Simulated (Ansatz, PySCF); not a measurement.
Breaking the B1–H2 bond in BF2H (SMILES FBF) (multiplicity 1 held, fragments rigid). Energies count from the point at 1.187 Å.
Geometry at that point (charge 0, multiplicity 1):
```xyz
4

B     -0.23542    -0.38536     0.08190
H     -0.84420    -1.38184     0.29368
F      0.89920    -0.13881     0.70492
F     -0.67460     0.50643    -0.78305
```

Unrestricted levels (U-) break spin symmetry where that is lower. Active spaces are followed from a long bond inwards. Left out are points that failed, MP2 points in a non-variational dive below the minimum, coupled-cluster points behind a sign of a changed root (a jump of the amplitudes, or a one-step jump against full CI or MRCI), small-basis points behind a change of solution, and semi-empirical points at long bonds. Levels need not reach the same state.

Frozen-core correlation. Rows in 6-31G* carry no dispersion term and start afresh at each structure (6-31G* with six Cartesian d functions).

The values were computed with Ansatz (a quantum-chemistry and plane-wave program) with Gaussian orbitals; PySCF for 6-31G* rows. Each number belongs to the level named beside it.

Energies in kcal/mol.

```tsv
R (Å)	R-HF/6-31G*	R-BP86/6-31G*	U-B3LYP/cc-pVTZ	CASSCF(2,2)/cc-pVTZ	FIC-NEVPT4(SD) on CASSCF(2,2)/cc-pVTZ	FIC-MRCISD+Q on CASSCF(2,2)/cc-pVTZ
0.949	25.6	27.5	24.3	27.1	24.8	24.6
1.068	4.8	6.1	4.8	6.0	4.9	4.8
1.187	0.0	0.0	0.0	0.0	0.0	0.0
1.305	4.2	2.5	3.4	2.4	3.5	3.5
1.424	13.5	9.6	11.3	9.5	11.4	11.6
1.602	31.7	24.3	27.0	23.9	27.2	27.4
1.780	51.5	40.3	44.0	39.4	43.9	44.3
2.077	83.4	65.5	70.6	62.5	69.1	69.5
2.374	112.0	86.7	91.7	79.6	87.9	88.4
2.730	141.3	106.6	104.3	91.9	101.9	102.3
3.204	172.6	left out	110.4	98.9	110.1	110.4
3.798	200.5	left out	112.5	101.2	112.8	113.2
```

Doubts at one or more of the structures used: a restricted determinant that unrestricted orbitals would lower (R-HF/6-31G*, R-BP86/6-31G*); a spin-contaminated determinant (U-B3LYP/cc-pVTZ).
